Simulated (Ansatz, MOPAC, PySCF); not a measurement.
Breaking a bond: SMILES N[SiH3]. The N2–H7 bond (N2 also carries H, Si; H7 carries nothing else) is stretched with both fragments frozen at the PBE0/def2-TZVP optimised geometry. Each curve is given relative to its own lowest point near equilibrium.

```json
[
 {"R / Å": "0.80", "A": "1.484", "B": "1.692", "C": "1.686", "D": "0.765"},
 {"R / Å": "0.86", "A": "0.612", "B": "0.749", "C": "0.748", "D": "0.372"},
 {"R / Å": "0.92", "A": "0.160", "B": "0.238", "C": "0.239", "D": "0.132"},
 {"R / Å": "0.95", "A": "0.050", "B": "0.101", "C": "0.102", "D": "0.060"},
 {"R / Å": "0.98", "A": "0.000", "B": "0.025", "C": "0.026", "D": "0.016"},
 {"R / Å": "1.01", "A": "0.000", "B": "0.000", "C": "0.000", "D": "0.000"},
 {"R / Å": "1.04", "A": "0.042", "B": "0.017", "C": "0.016", "D": "0.008"},
 {"R / Å": "1.07", "A": "0.118", "B": "0.069", "C": "0.065", "D": "0.039"},
 {"R / Å": "1.11", "A": "0.262", "B": "0.182", "C": "0.174", "D": "0.111"},
 {"R / Å": "1.18", "A": "0.602", "B": "0.468", "C": "0.449", "D": "0.313"},
 {"R / Å": "1.25", "A": "1.014", "B": "0.826", "C": "0.793", "D": "0.592"},
 {"R / Å": "1.37", "A": "1.801", "B": "1.521", "C": "1.457", "D": "1.195"},
 {"R / Å": "1.51", "A": "2.741", "B": "2.361", "C": "2.251", "D": "2.006"},
 {"R / Å": "1.65", "A": "3.391", "B": "3.164", "C": "3.000", "D": "2.843"},
 {"R / Å": "1.84", "A": "3.787", "B": "4.150", "C": "3.885", "D": "3.921"},
 {"R / Å": "2.03", "A": "3.899", "B": "4.999", "C": "4.421", "D": "4.867"},
 {"R / Å": "2.23", "A": "3.901", "B": "5.746", "C": "4.689", "D": "5.692"},
 {"R / Å": "2.50", "A": "3.867", "B": "6.534", "C": "4.829", "D": "6.535"},
 {"R / Å": "2.66", "A": "3.850", "B": "6.897", "C": "4.863", "D": "6.910"},
 {"R / Å": "3.05", "A": "3.826", "B": "7.536", "C": "4.899", "D": "7.553"},
 {"R / Å": "3.51", "A": "3.818", "B": "7.987", "C": "4.914", "D": "8.014"}
]
```

Energies in eV.

**Question.** Which curve belongs to which method? The methods are PM7, restricted, heats of formation run with MOPAC; restricted M06-2X/6-31G*, spherical d (PySCF); UHF/cc-pVTZ in Ansatz (an electronic-structure program); PySCF with unrestricted B3LYP/6-31G*, spherical d.

**Answer.** A is UHF; B is RKS-M06-2X/6-31G*; C is UKS-B3LYP/6-31G*; D is PM7.

The unrestricted determinant behind UHF is spin-contaminated at 1.51 to 3.51 Å (<S²> up to 1.0, against 0.00 for a pure singlet). The unrestricted determinant behind UKS-B3LYP/6-31G* is spin-contaminated at 1.84 to 3.51 Å (<S²> up to 1.0, against 0.00 for a pure singlet). The restricted form behind RKS-M06-2X/6-31G*, PM7 keeps the bonding electrons paired and can't separate into open-shell fragments.
